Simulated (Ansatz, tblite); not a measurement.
Isomers of B₁₃⁺ (singlet), found by a short tight-binding search and relaxed with r2SCAN-D4/def2-SVP in Ansatz.

The xTB rows come from tblite.

Other spin states were run for one of them alone.

A:

Cartesian coordinates in Å:
```
B 0.556 1.756 0.289
B -1.999 0.307 -0.073
B -1.005 1.470 0.582
B -1.134 -0.024 1.359
B 1.576 0.619 1.064
B 1.124 -0.563 -1.388
B 1.559 0.798 -0.639
B 0.121 0.927 1.713
B -1.011 -1.157 0.101
B -0.392 -1.229 -1.559
B -1.791 -0.550 -1.368
B 1.818 -0.694 0.143
B 0.578 -1.658 -0.224
```

B:

```xyz
13

B    -0.9062    2.9919   -1.6435
B    -0.4226   -0.5740    0.1901
B     0.2333   -1.9389    1.2028
B    -2.0688    2.0156   -1.4404
B    -2.1028   -0.6007    0.3068
B    -1.3446   -1.7337    1.0158
B     1.2220   -0.8171    0.2441
B     2.8699   -0.9299    0.6994
B    -0.3697    1.7099   -0.8944
B     2.4190    0.3404   -0.1014
B    -2.2604    0.7579   -0.5306
B     1.8543   -1.9441    1.3884
B     0.8766    0.7227   -0.4371
```

Estimate which lies lowest at each level, and how far above it the others are (kJ/mol).


| level | A | B |
| --- | --- | --- |
| GFN1-xTB | 114.4 | 0.0 |
| GFN2-xTB | 0.0 | 185.0 |
| PBE-D4/def2-TZVP | 0.0 | 198.5 |
| r2SCAN-D4/def2-TZVP | 0.0 | 198.0 |
| PBE0-D4/def2-TZVP | 0.0 | 218.8 |
Point groups (tolerance 0.1 Å): A Cs, B not assigned. Lower isomers may exist.
